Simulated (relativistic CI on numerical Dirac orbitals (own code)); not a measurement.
Judd-Ofelt analysis for Dy4+

These numbers are calculated, not measured: Dirac-Coulomb-Breit CI, KLI orbitals optimised for each configuration, a model potential for QED, valence Slater integrals scaled by 0.7 (own radial code, finite nucleus).

Configuration 4f8 alone, in intermediate coupling. Take Ω₂ = 5.8, Ω₄ = 4.91, Ω₆ = 3.93 (10⁻²⁰ cm²) and refractive index n = 1.62 as given. A_ED = 64π⁴e²ν³ n(n² + 2)²/[27h(2J + 1)] Σ Ω_λ |U^λ|², in Gaussian units with ν in cm⁻¹, and A_MD is n³ times the free-ion magnetic-dipole rate; a dash marks a rate that is forbidden or under 2 % of the level's free-ion decay.

Emitting level 5L_10 at 21963 cm⁻¹ (radiative decay alone: multiphonon quenching in a host is left out, and the level can lie too high or too low):

| To | ν (cm⁻¹) | U² squared | U⁴ squared | U⁶ squared | Free-ion A(M1) (s⁻¹) |
| --- | --- | --- | --- | --- | --- |
| 7F_6 | 21963 | 0.0000 | 0.0005 | 0.1050 | - |
| 7F_5 | 19364 | 0.0000 | 0.0000 | 0.0029 | - |
| 7F_4 | 18072 | 0.0000 | 0.0000 | 0.0776 | - |
| 7F_3 | 16872 | 0.0000 | 0.0000 | 0.0000 | - |
| 7F_2 | 16080 | 0.0000 | 0.0000 | 0.0000 | - |
| 7F_1 | 15519 | 0.0000 | 0.0000 | 0.0000 | - |
| 7F_0 | 15255 | 0.0000 | 0.0000 | 0.0000 | - |
| 5D_4 | 5029 | 0.0000 | 0.0000 | 0.8202 | - |

(1) Give the rates, branching ratios and the radiative lifetime.

## Answers

(1) The rates are:

```json
{"To": "7F_6", "λ (nm)": "455", "A_ED (s⁻¹)": "583", "A_MD (s⁻¹)": "0", "β (%)": "65.7"}
{"To": "7F_5", "λ (nm)": "516", "A_ED (s⁻¹)": "11.1", "A_MD (s⁻¹)": "0", "β (%)": "1.3"}
{"To": "7F_4", "λ (nm)": "553", "A_ED (s⁻¹)": "239", "A_MD (s⁻¹)": "0", "β (%)": "26.9"}
{"To": "7F_3", "λ (nm)": "593", "A_ED (s⁻¹)": "0", "A_MD (s⁻¹)": "0", "β (%)": "0.0"}
{"To": "7F_2", "λ (nm)": "622", "A_ED (s⁻¹)": "0", "A_MD (s⁻¹)": "0", "β (%)": "0.0"}
{"To": "7F_1", "λ (nm)": "644", "A_ED (s⁻¹)": "0", "A_MD (s⁻¹)": "0", "β (%)": "0.0"}
{"To": "7F_0", "λ (nm)": "656", "A_ED (s⁻¹)": "0", "A_MD (s⁻¹)": "0", "β (%)": "0.0"}
{"To": "5D_4", "λ (nm)": "1989", "A_ED (s⁻¹)": "54.4", "A_MD (s⁻¹)": "0", "β (%)": "6.1"}
```

τ_rad = 1.13e-03 s. Computed level positions enter as ν³, so measured ones would change the rates. For the strongest line (455 nm) and an assumed effective width Δλ = 6.2 nm (300 cm⁻¹), the Füchtbauer-Ladenburg formula σ = λ⁴A/(8πcn²Δλ) gives a peak emission cross-section of 0.2 × 10⁻²⁰ cm².
